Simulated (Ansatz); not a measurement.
Reaction (cleavage of the B–Al bond): `[BH2][Al]([NH2])[NH2]` + `[OH][GeH2][F]` → `B[O][GeH2][F]` + `[NH2][AlH][NH2]`

Computed with Ansatz on PBE0-D4/def2-TZVP structures; ΔE is electronic, products minus reactants. CCSD(T)/CBS is the MP2 limit (def2-TZVPP, def2-QZVPP) plus CCSD(T) − MP2 in def2-TZVPP, frozen cores. This one scheme is used for every species. DFT in def2-TZVPP. HSE06 is defined as in plane-wave codes. For Ge outer-core shells are correlated without core-valence functions, which leaves a few kJ/mol of doubt a bond. Scalar relativity is left out up to krypton. One conformer a species, not always the lowest.

```tsv
level	ΔE (kJ/mol)	difference from CCSD(T)/CBS
revPBE-D4	-165.5	7.1
r2SCAN-D4	-176.3	-3.7
PBE0-D4	-168.9	3.7
r2SCANh-D4	-176.7	-4.1
HSE06-D4	-169.0	3.6
ωB97X-V	-174.5	-1.9
PBE	-166.7	5.9
r2SCANh	-176.7	-4.1
BHLYP	-182.1	-9.5
RPA@PBE/def2-TZVPP	-175.1	-2.5
MP2/def2-SVP	-201.3	-28.7
CCSD(T)/def2-SVP	-194.4	-21.8
SCS-MP2/def2-TZVPP	-181.4	-8.8
SCS-MP2/def2-QZVPP	-180.1	-7.5
HF/CBS(def2)	-184.1	-11.5
CCSD/CBS(def2)	-172.0	0.6
CCSD(T)/CBS	-172.6	0
```

Largest T1 diagnostic among the species: 0.013.

From BLYP to BHLYP (50 % exact exchange), in def2-TZVPP and without D4, ΔE moves by −5.9 kJ/mol. At CCSD(T), def2-SVP lies −21.8 kJ/mol from the extrapolated value and def2-TZVPP −2.7 kJ/mol.
